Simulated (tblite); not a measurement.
Compound: C5H7N3.
Numbering: `[CH2:1]=[CH:2][c:3]1[cH:4][n:5][n:6][n:7]1[CH3:8]` (hydrogens: H9, H10 on C1; H11 on C2; H12 on C4; H13, H14, H15 on C8)

Cartesian coordinates in Å at the GFN2-xTB level; atoms count from 1:
```
atom  x, y, z in Å
C1    -2.2616   -1.0773   -0.1275
C2    -0.9430   -0.9250   -0.0735
C3    -0.2830    0.3519   -0.0005
C4    -0.7483    1.6613    0.0298
N5     0.3054    2.4854    0.1018
N6     1.3828    1.7918    0.1188
N7     1.0695    0.5049    0.0586
C8     2.0889   -0.5003    0.0614
H9    -2.7121   -2.0527   -0.1815
H10   -2.9302   -0.2343   -0.1194
H11   -0.2956   -1.7923   -0.0828
H12   -1.7497    2.0365    0.0046
H13    3.0471    0.0123    0.1205
H14    1.9762   -1.1616    0.9226
H15    2.0492   -1.0926   -0.8548
```

All values are computed: GFN2-xTB (tblite) harmonic vibrations without scaling, gas phase. Errors from tens to a few hundred cm⁻¹ against measured bands are possible. One conformer, not necessarily the lowest.

Harmonic wavenumbers (cm⁻¹): 70.0, 143.6, 188.4, 199.7, 257.4, 309.7, 484.7, 567.6, 635.7, 677.3, 711.8, 770.1, 818.5, 885.3, 948.4, 1004.7, 1029.1, 1037.5, 1101.8, 1112.8, 1156.8, 1278.6, 1299.9, 1304.8, 1363.2, 1393.3, 1400.3, 1438.6, 1455.5, 1464.3, 1525.3, 1670.3, 2983.9, 2995.2, 3048.1, 3058.5, 3117.2, 3145.5, 3192.7.

A = 3612, B = 1965, C = 1283 MHz; mass 109.064 u (most abundant isotopes); point group Cs, symmetry number 1.

Question: Zero-point energy?

Answer: ½Σν̃ = 25623 cm⁻¹ = 306.52 kJ/mol.

Question: Entropy at 500 K, 1 bar (ideal gas, RRHO, classical rotation)?

Answer: Translation 178.12, rotation 123.43, vibration 136.51: S = 438.1 J/(mol K).

Question: And Cp and H(500 K) − H(0)?

Answer: Cp = 185.77 J/(mol K), of which vibrations give 152.51 (their classical limit is 39 R = 324.3); H(500 K) − H(0) = 53.82 kJ/mol without the zero-point energy, 37.19 from vibrations.

Question: Blend soft modes into free rotors: weight 1/[1 + (100 cm⁻¹/ν̃)⁴] for the oscillator and the rest for a rotor with moment μB/(μ + B), μ = h/(8π²ν), B = 10⁻⁴⁴ kg m². What vibrational entropy results?

Answer: 130.75 J/(mol K) in place of 136.51, which changes −T·S at 500 K by +2.88 kJ/mol.

Question: What must be added to the electronic energy to get the Gibbs energy at 500 K and 1 bar?

Answer: ZPE + [H(500 K) − H(0)] − T·S = 306.52 + 53.82 − 219.03 = 141.31 kJ/mol.

Hindered rotation and anharmonicity are outside this model. Other conformers, if any are populated, would add a mixing term that is left out.
